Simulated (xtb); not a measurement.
F3H3HfO2, SMILES [F][Hf]([OH])([F])([F])<-[OH2], multiplicity 1. All values are semi-empirical tight-binding results from xtb (GFN2-xTB unless named), good for trends rather than for accurate numbers. The structure is a stationary point at GFN2-xTB. The multiplicity is an assumed one; other spin states were not compared. The values are those of a single conformer.

For metal compounds this method's bond lengths and energies can be far off.

Computed properties:
The orbital gap is 4.99 eV and the zero-point energy is 23.9 kcal/mol. The G − E(el) at 298.15 K (modified RRHO) is 0.8 kcal/mol.
